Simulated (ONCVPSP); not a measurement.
## Plane-wave convergence, ONCV potential for Mn

manganese (Mn), optimised norm-conserving Vanderbilt (ONCV), made with ONCVPSP 4.0.1 (PBEsol, scalar-relativistic). Core [Ne], reference 3s2 3p6 3d6 4s1. Waves: 3s+4s: rc 1.35 bohr, ncon 4, nbas 8, qcut 9.1 1/bohr, 2 projectors; 3p: rc 0.85 bohr, ncon 4, nbas 9, qcut 10.4 1/bohr, 1 projector; 3d: rc 1.80 bohr, ncon 3, nbas 8, qcut 7.4 1/bohr, 2 projectors, debl 2.2 Ha. Local part: polynomial inside 0.80 bohr (lpopt 4, dvloc0 0 Ha). Core correction: none.

**Question.** For each optimised wave give the share of its norm inside rc, the residual kinetic energy above qcut (Ha) and the cutoffs (Ha) for errors of 10, 1, 0.1 and 0.01 mHa per electron.

**Answer.**

```tsv
wave	norm inside rc	residual KE	10 mHa	1 mHa	0.1 mHa	0.01 mHa
3s	0.923	2.8e-06	20.9	28.8	34.3	38.8
4s	0.031	1.4e-06	6.5	23.2	31.3	37.1
3p	0.487	4.6e-04	21.7	47.0	170.4	368.8
3d	0.768	8.0e-05	20.2	23.8	27.4	101.6
d projector 2	0.167	7.8e-04	22.5	27.0	85.3	141.2
```

The occupied waves need 47 Ha and 170 Ha for 1 and 0.1 mHa. 1 of 4 tests not solved or not reliable.
